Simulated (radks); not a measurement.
The numbers below are computed, except where a source is named.
Question: The samarium ion Sm54+, configuration [He] 2s2 2p4. Code: a radial shooting solver on a logarithmic mesh with Libxc functionals. Model: non-relativistic Kohn-Sham, LB94 model potential, spin-polarised, spherical densities, point nucleus; open shells are filled with parallel spins first (spin-orbit coupling, left out, can overturn this in heavy ions); relativity is left out, which matters for an element this heavy. Some entries of the table are withheld. Estimate them.

| orbital | occ. | eigenvalue (eV) | <r> (bohr) |
|---|---|---|---|
| 1s down | 1 | -48872.33 | 0.02441 |
| 1s up | 1 | -48865.14 | 0.02441 |
| 2s up | 1 | -11187.25 | 0.1013 |
| 2s down | 1 | -11145.50 | 0.1014 |
| 2p up | 3 | -10946.72 | 0.08550 |
| 2p down | 1 | -10904.88 | 0.08556 |
| 3s up | 0 | -4816.216 | (1) |
| 3s down | 0 | -4803.707 | (2) |
| 3p up | 0 | -4738.839 | 0.2191 |
| 3p down | 0 | -4726.509 | 0.2195 |

Answer: 
(1) 3s up <r> (bohr): 0.2334
(2) 3s down <r> (bohr): 0.2338
